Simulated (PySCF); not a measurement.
A structure optimised at r2SCAN-D4/def2-TZVP, used in a PySCF frequency run:

```
Ga
F 1 1.7558
F 1 1.7558 2 115.65
```
Charge 0, spin multiplicity 2.

Q: Write its SMILES, formula and point group.

A: [F][Ga][F], F2Ga, C2v

Q: What are its rotational constants (standard atomic weights)?

A: 23.507, 6.0218, 4.7938 GHz
